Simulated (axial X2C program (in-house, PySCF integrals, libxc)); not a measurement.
## Low determinants of AlW at the PBE0 level, 2c

Computed with an in-house relativistic program for diatomic molecules. Two-component (2c) means X2C with spin–orbit coupling and atomic mean-field two-electron Coulomb and Gaunt terms. Basis: W dyall-cv3z [13s14p9d7f4g], Al dyall-v3z [8s8p2d1f] (cores contracted in-house); Gaussian nuclei, density fitting, unrestricted open shells. Masses: W 183.951 u, Al 26.982 u.

Search at 2.630 Å (vertical energies from the lowest determinant):

```
ΔE (eV)    state  electrons beyond evenly filled partner blocks  electrons in ±ω = 1/2, 3/2, 5/2, 7/2
   0.00  Ω = 5/2                                        ω = 5/2                             52 24 9 2
   0.74  Ω = 7/2                           2 × ω = 1/2, ω = 5/2                             52 24 9 2
   0.80  Ω = 3/2                     ω = 1/2, ω = -3/2, ω = 5/2                             51 25 9 2
   1.01  Ω = 9/2                      ω = 1/2, ω = 3/2, ω = 5/2                             51 25 9 2
   1.20  Ω = 3/2                                        ω = 3/2                             52 25 8 2
   1.21  Ω = 1/2                    ω = -1/2, ω = -3/2, ω = 5/2                             51 25 9 2
   1.21  Ω = 3/2                     ω = 1/2, ω = -3/2, ω = 5/2                             53 23 9 2
```

Lowest determinant, Ω = 5/2 (⟨Sz⟩ = 2.46, ⟨Lz⟩ = 0.04 at PBE0): Re = 2.617 Å, ωe = 271.2 cm⁻¹.

The determinant in row 2 of the search, Ω = 7/2 (⟨Sz⟩ = 2.47, ⟨Lz⟩ = 1.03 at PBE0), was followed along the bond at PBE0; measured from the minimum of the lowest determinant it gives:

Te = 0.655 eV (5281 cm⁻¹), Re = 2.458 Å, ωe = 292.2 cm⁻¹.

Question: Compare the bond of the determinant in row 2 with that of the lowest one.

Answer: At PBE0 its Re is 0.159 Å shorter and its force constant, which goes as ωe², is 1.16 times that of the lowest determinant. T0 ≈ Te + Δωe/2 = 5281 + (10) = 5291 cm⁻¹.

The search compares states at one distance, so a state with another bond length can lie lower; it is not exhaustive and yields mostly the lowest determinant of each block pattern, so other components and higher states of one pattern are missing. These are energies of single determinants, not of spin-adapted states; PBE0 term energies can be off by some tenths of an eV, and the functional has no current term.
